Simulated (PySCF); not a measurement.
C4H9ClSi.
Atom-mapped SMILES: `[CH2:1]=[C:2]([CH2:3][SiH3:4])[CH2:5][Cl:6]` (hydrogens: H7, H8 on C1; H9, H10 on C3; H11, H12, H13 on Si4; H14, H15 on C5)

Structure used (PBE0-D3(BJ)/def2-SVP), in Å, numbered top down from 1:
```xyz
15
C4H9ClSi angstrom
C      1.6342   -0.3530   -1.0833
C      1.5888    0.2783    0.0971
C      0.7289   -0.1697    1.2406
Si    -0.9261    0.7494    1.3331
C      2.3832    1.5318    0.3048
Cl     3.5621    1.3667    1.6546
H      1.0396   -1.2510   -1.2729
H      2.2650    0.0108   -1.8985
H      0.5021   -1.2445    1.1620
H      1.2626   -0.0184    2.1937
H     -0.7079    2.2277    1.4040
H     -1.6830    0.3228    2.5496
H     -1.7420    0.4500    0.1176
H      2.9562    1.7953   -0.5927
H      1.7364    2.3794    0.5759
```

Computed, not measured: core-valence-separated Tamm–Dancoff BHandHLYP/aug-pcX-1 (pcseg-1 on H, def2-SVPD on Si, def2-SVPD on Cl) in PySCF, non-relativistic, gas phase, PBE0-D3(BJ)/def2-SVP geometry. The energies are unshifted.

(1) List the carbon K-edge absorption lines.

Results:

(1) 
```tsv
E (eV)	f	core hole on	main final orbital	polarisation
282.53	0.0563	C1	LUMO (69 %)	normal to the local trigonal plane
283.04	0.0616	C2	LUMO (67 %)	normal to the local trigonal plane
284.82	0.0635	C5	LUMO (40 %)	–
285.15	0.0025	C3	LUMO (86 %)	–
285.63	0.0089	C3	LUMO+1 (36 %)	–
285.74	0.0089	C1	LUMO+1 (59 %)	in the local trigonal plane
286.22	0.0308	C3	LUMO+6 (34 %)	–
286.28	0.0298	C1	spread	in the local trigonal plane
286.35	0.0275	C3	spread	–
286.85	0.0034	C3	LUMO+1 (46 %)	–
286.90	0.0031	C2	LUMO+1 (43 %)	mixed
286.94	0.0056	C1	spread	mixed
287.10	0.0006	C3	spread	–
287.19	0.0040	C3	LUMO+8 (66 %)	–
287.20	0.0022	C1	spread	mixed
287.23	0.0087	C5	LUMO+1 (53 %)	–
287.36	0.0044	C2	LUMO+1 (35 %)	mixed
287.40	0.0084	C3	spread	–
```

The first line with a tenth or more of the strongest one's intensity is at 282.53 eV (f = 0.056), with the hole on C1 (terminal =CH2 carbon), polarised normal to the local trigonal plane: a 1s→π* resonance. The strongest listed is at 284.82 eV (f = 0.064; C5).

Roots within 0.03 eV whose holes lie on the same, on equivalent or on shared atoms are summed into one line, and the highest roots are left out, as the search may have cut off their partners. Final orbitals are the ground state's empty Kohn–Sham orbitals. A dash: too weak, shared between unlike atoms, or no plane or axis to refer to.

What length of transition dipole belongs to the line at 284.82 eV?

From f = (2/3) ΔE |μ|² in atomic units, with ΔE = 10.467 Eh and f = 0.0635: |μ| = 0.095 au = 0.24 D.

Only the lowest roots of each edge were sought.

Hardware: one thread, x86-64 server, no GPU, on a shared host. Cost: 26 s of wall time.

One conformer stands for the species.
